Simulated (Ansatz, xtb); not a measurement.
# Two isomers of C3H8ClNSi2

Structure X: `CC1=C[Si@@H](Cl)[Si@@H]1N`, a singlet. Structure Y: `C[Si@H](Cl)[SiH2]CC#N`, a singlet. Both are isolated molecules in the gas phase, relaxed with PBE0-D3(BJ)/def2-SVP; the shapes shown needn't be the lowest conformers.

X (Å):

```xyz
15

C    -1.8988    0.8114    0.8627
C    -1.1224   -0.3014    0.2420
C    -0.3724   -0.2323   -0.8919
Cl    2.2172   -2.2993   -1.4483
N    -2.3295   -2.9619    1.2681
Si    0.1633   -1.9930   -1.2299
Si   -0.9010   -2.0875    0.8529
H    -2.9534    0.5179    0.9920
H    -1.5169    1.0297    1.8741
H    -1.8616    1.7363    0.2668
H    -0.2142    0.7031   -1.4463
H    -0.4532   -2.5917   -2.4536
H    -0.0112   -2.1907    2.0501
H    -3.0381   -3.1855    0.5797
H    -2.3243   -3.6290    2.0299
```

Y (Å):

```xyz
15

C     0.6503    0.0611    3.0682
C    -1.5805    0.5723   -0.5490
C    -0.4823    1.4600   -0.2337
Cl   -1.4323   -2.3109    3.7778
N     0.4082    2.1286    0.0881
Si   -1.0926   -0.5235    2.7539
Si   -1.4882   -1.0369    0.4989
H     0.8458    0.9827    2.4968
H     0.8011    0.2626    4.1397
H     1.3736   -0.7048    2.7508
H    -2.1006    0.4674    3.2375
H    -2.7819   -1.7600    0.3129
H    -0.3738   -1.8770   -0.0349
H    -2.5348    1.0813   -0.3374
H    -1.5699    0.3197   -1.6212
```

Problem. Estimate which is lower in electronic energy at CCSD(T)/def2-SVP + ΔMP2/def2-TZVPP, and by roughly how much.

Solution. Not settled: CCSD(T)/def2-SVP + ΔMP2/def2-TZVPP gives E(Y) − E(X) = +2.8 kcal/mol, but this leans on the basis-set step: CCSD(T) alone gives −4.8 kcal/mol.

How the difference moves with the method:

```json
{"level": "GFN2-xTB", "geometry": "GFN2-xTB", "E(Y) − E(X) (kcal/mol)": "−1.3", "departure from the last row (kcal/mol)": "−4.1", "job, with rough time for the two": "optimisation, 0.54 s"}
{"level": "HF/STO-3G", "geometry": "GFN2-xTB", "E(Y) − E(X) (kcal/mol)": "−28.4", "departure from the last row (kcal/mol)": "−31.2", "job, with rough time for the two": "single point, 1.8 s"}
{"level": "r2SCAN-D4/def2-SVP", "geometry": "GFN2-xTB", "E(Y) − E(X) (kcal/mol)": "+2.7", "departure from the last row (kcal/mol)": "0.0", "job, with rough time for the two": "single point, 9.9 s"}
{"level": "PBE0-D3(BJ)/def2-SVP", "geometry": "PBE0-D3(BJ)/def2-SVP", "E(Y) − E(X) (kcal/mol)": "+4.5", "departure from the last row (kcal/mol)": "+1.7", "job, with rough time for the two": "optimisation, 3.7 min"}
{"level": "HF/def2-SVP", "geometry": "PBE0-D3(BJ)/def2-SVP", "E(Y) − E(X) (kcal/mol)": "−4.1", "departure from the last row (kcal/mol)": "−6.9", "job, with rough time for the two": "part of the CCSD(T) run"}
{"level": "MP2/def2-SVP", "geometry": "PBE0-D3(BJ)/def2-SVP", "E(Y) − E(X) (kcal/mol)": "−4.6", "departure from the last row (kcal/mol)": "−7.4", "job, with rough time for the two": "part of the CCSD(T) run"}
{"level": "CCSD(T)/def2-SVP", "geometry": "PBE0-D3(BJ)/def2-SVP", "E(Y) − E(X) (kcal/mol)": "−4.8", "departure from the last row (kcal/mol)": "−7.5", "job, with rough time for the two": "single point"}
{"level": "CCSD(T)/def2-SVP + ΔMP2/def2-TZVPP", "geometry": "PBE0-D3(BJ)/def2-SVP", "E(Y) − E(X) (kcal/mol)": "+2.8", "departure from the last row (kcal/mol)": "", "job, with rough time for the two": "single point, 2.6 min"}
```

As drawn, Y has 1 C≡N, 1 C–H, 1 Si–H in place of 1 C=C, 1 N–Si, 2 N–H. Structure X has a 4-membered ring, Y no ring.

GFN2-xTB, HF/STO-3G, HF/def2-SVP, MP2/def2-SVP, CCSD(T)/def2-SVP put the two in the other order. The largest departure from CCSD(T)/def2-SVP + ΔMP2/def2-TZVPP is that of HF/STO-3G, 31.2 kcal/mol. The last row adds to CCSD(T) the change of the MP2 difference between the two basis sets, here +7.5 kcal/mol, a large step that makes the value less sure.

With thermal terms from frequencies at re-optimised GFN2-xTB minima (ideal gas, soft modes damped towards free rotors, one conformer each, 298.15 K, 1 atm): on the last row, ΔE + ΔZPE = +0.3, ΔH = +0.7, ΔG = −0.5 kcal/mol.

The correlated steps freeze 19 core orbitals. Run with Ansatz 0.2.0, xtb 6.7.1; the last row on 2 threads of Intel(R) Xeon(R) Processor @ 2.70GHz on a shared host.
